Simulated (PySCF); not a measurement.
Al(Cl)(F)(SH) (AlClFHS), SMILES [F][Al]([SH])[Cl]. Geometry: B3LYP-D3(BJ)/def2-SVP. One conformer was computed; it need not be the lowest.

PySCF with TDA-B3LYP/def2-SVPD puts the lowest singlet excitations at 5.44, 6.33, 6.46, 6.84, 7.04, 7.29 eV.

What are the lowest excitation roots from PySCF 2.14.0 with ADC(2)/aug-cc-pVDZ? (An estimate is asked for; the answer gives what the named calculation found.)

6.11, 6.84, 7.00, 7.67, 7.82, 7.85 eV. S1 differs by 0.67 eV (second minus first; roots are paired by order, and the bases may differ).
